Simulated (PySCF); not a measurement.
C3H6N2Si, SMILES C1[SiH2]C=NCN=1. The structure is a stationary point at B3LYP-D3(BJ)/def2-SVP. The structure was generated by enumeration, and PubChem lists no compound with its InChIKey, so it may never have been made. Other conformers were not sampled.

Computed equilibrium geometry at B3LYP-D3(BJ)/def2-SVP (PySCF confirms it by a frequency run) as a Z-matrix, and its point group (one conformer of several):
point group C2v.
```
C
N 1 1.2764
H 1 1.1059 2 115.54
C 2 1.4465 1 124.06 3 180.00
H 4 1.1063 2 106.33 1 124.99
H 4 1.1063 5 103.67 2 -111.89
N 4 1.4465 5 106.33 6 -111.89
C 7 1.2764 4 124.06 5 -124.99
H 8 1.1059 7 115.54 4 180.00
Si 8 1.8926 9 121.14 7 180.00
H 10 1.4920 8 112.27 9 61.13
H 10 1.4920 11 108.27 8 124.50
```
Charge 0, spin multiplicity 1.
